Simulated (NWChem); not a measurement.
# ZrN₂H₆; SMILES [NH2][ZrH2][NH2]

```xyz
9

Zr    -0.0003    -0.0059    -0.3397
N      1.6789    -0.0917     0.7648
H      2.5525    -0.4890     0.4167
H      1.8449     0.2529     1.7088
N     -1.6795     0.0784     0.7648
H     -2.5888    -0.2290     0.4169
H     -1.8099     0.4384     1.7087
H     -0.0665    -1.3148    -1.6879
H      0.0849     1.6754    -1.1472
```
Atoms are numbered in this order, from 1.

Level: PBE0/def2-SVP with def2 effective core potentials on Zr (NWChem), optimised geometry, unscaled harmonic frequencies. def2 effective core potentials on Zr; no spin-orbit coupling.

Q: List the harmonic frequencies with IR intensities, and the thermochemistry.

A: 
```
frequency (cm⁻¹)  IR intensity (km/mol)
----------------  ---------------------
26                                  5.0
143                                 0.2
233                                14.3
268                                 6.7
346                                 0.6
451                                 0.0
470                                30.0
515                               392.1
538                                32.1
547                                 6.2
572                                77.9
672                               159.9
706                               310.4
1495                               58.6
1499                               11.1
1623                              589.0
1664                              340.4
3545                               94.7
3547                               24.0
3644                                2.4
3644                               59.3
```

The zero-point energy is 37.4 kcal/mol and the thermal correction to the enthalpy at 298.15 K (with zero-point energy) is 42.5 kcal/mol. The heat capacity Cv is 24.2 cal/(mol K). The entropy at 298.15 K and 1 atm (symmetry number 1) is 83.1 cal/(mol K).

Rigid rotor and harmonic oscillator; modes under 100 cm⁻¹ make the entropy uncertain.
